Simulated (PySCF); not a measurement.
Mg(SH)(SeH) (H2MgSSe), SMILES [SH][Mg][SeH].

Coordinates come from a PBE0-D3(BJ)/def2-TZVP optimisation. Other conformers were not sampled.

The numbers are results of PBE0-D3(BJ)/def2-TZVP in PySCF, not measurements.

Frequencies are harmonic and unscaled.

**Question.** Give all harmonic wavenumbers and intensities. (Estimate from the structure and the level; the computed values follow.)

**Answer.** 
```
mode  ν (cm⁻¹)  IR (km/mol)  moving atoms (share of kinetic energy)
----  --------  -----------  --------------------------------------
1           89         30.5                         Mg 76 %, S 14 %
2           89         29.1                         Mg 76 %, S 14 %
3           97          7.4                                  H 97 %
4          232          0.4                         S 54 %, Se 37 %
5          479          1.3                                  H 93 %
6          513         44.4                         Mg 48 %, H 43 %
7          546         61.9                 H 52 %, Mg 29 %, S 18 %
8         2425          9.7                                  H 99 %
9         2698          1.7                                  H 97 %
```
